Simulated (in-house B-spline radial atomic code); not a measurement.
Successive ionisation energies of iodine; each step leads to the configuration of the next row (after the last: [Kr] 4d8). Dirac energy differences include first-order Breit, QED and recoil terms. NIST's values go from ground level to ground level; the uncertainty of those that are theory runs from under 0.1 % in few-electron ions to several per cent in heavy many-electron ones. Computed with an all-electron radial atomic-structure program (B-spline basis): Dirac-Hartree-Fock, average of the configuration, finite nuclei.

```json
{"ion": "I", "configuration": "[Kr] 4d10 5s2 5p5", "ionisation energy (eV)": "10.27", "tabulated value (eV)": "10.45124", "tabulated kind": "measured", "computed minus tabulated (eV)": "-0.18", "highest orbital": "5p3/2", "largest mean radius (bohr)": "2.5161"}
{"ion": "I+", "configuration": "[Kr] 4d10 5s2 5p4", "ionisation energy (eV)": "19.01", "tabulated value (eV)": "19.13126", "tabulated kind": "measured", "computed minus tabulated (eV)": "-0.12", "highest orbital": "5p3/2", "largest mean radius (bohr)": "2.3658"}
{"ion": "I2+", "configuration": "[Kr] 4d10 5s2 5p3", "ionisation energy (eV)": "?", "tabulated value (eV)": "?", "tabulated kind": "measured", "computed minus tabulated (eV)": "?", "highest orbital": "?", "largest mean radius (bohr)": "?"}
{"ion": "I3+", "configuration": "[Kr] 4d10 5s2 5p2", "ionisation energy (eV)": "38.73", "tabulated value (eV)": "40.357", "tabulated kind": "measured", "computed minus tabulated (eV)": "-1.63", "highest orbital": "5p3/2", "largest mean radius (bohr)": "2.1562"}
{"ion": "I4+", "configuration": "[Kr] 4d10 5s2 5p1", "ionisation energy (eV)": "49.53", "tabulated value (eV)": "51.52", "tabulated kind": "measured", "computed minus tabulated (eV)": "-1.99", "highest orbital": "5p3/2", "largest mean radius (bohr)": "2.0764"}
{"ion": "I5+", "configuration": "[Kr] 4d10 5s2", "ionisation energy (eV)": "72.23", "tabulated value (eV)": "74.4", "tabulated kind": "semi-empirical", "computed minus tabulated (eV)": "-2.17", "highest orbital": "5s1/2", "largest mean radius (bohr)": "1.7746"}
{"ion": "I6+", "configuration": "[Kr] 4d10 5s1", "ionisation energy (eV)": "?", "tabulated value (eV)": "?", "tabulated kind": "semi-empirical", "computed minus tabulated (eV)": "?", "highest orbital": "?", "largest mean radius (bohr)": "?"}
{"ion": "I7+", "configuration": "[Kr] 4d10", "ionisation energy (eV)": "150.22", "tabulated value (eV)": "150.81", "tabulated kind": "measured", "computed minus tabulated (eV)": "-0.59", "highest orbital": "4d5/2", "largest mean radius (bohr)": "0.89872"}
{"ion": "I8+", "configuration": "[Kr] 4d9", "ionisation energy (eV)": "174.00", "tabulated value (eV)": "171", "tabulated kind": "tabulated theory", "computed minus tabulated (eV)": "3.00", "highest orbital": "4d5/2", "largest mean radius (bohr)": "0.87916"}
```

Task: Fill in the row of I2+.

Result: ionisation energy (eV): 28.53; tabulated value (eV): 29.57; computed minus tabulated (eV): -1.04; highest orbital: 5p3/2; largest mean radius (bohr): 2.2505.

Task: Fill in the row of I6+.

Result: ionisation energy (eV): 85.90; tabulated value (eV): 87.61; computed minus tabulated (eV): -1.71; highest orbital: 5s1/2; largest mean radius (bohr): 1.7273.

Task: Where is the largest jump?

Result: From I to I+, by a factor of 1.85 (10.27 to 19.009 eV); the highest orbital goes from 5p3/2 to 5p3/2.

Where a p, d or f electron is removed, the computed value is a mean over both j, so it misses the tabulated one by a part of the spin-orbit splitting; averaging over terms and missing correlation add to the gap, relatively most at low charge.
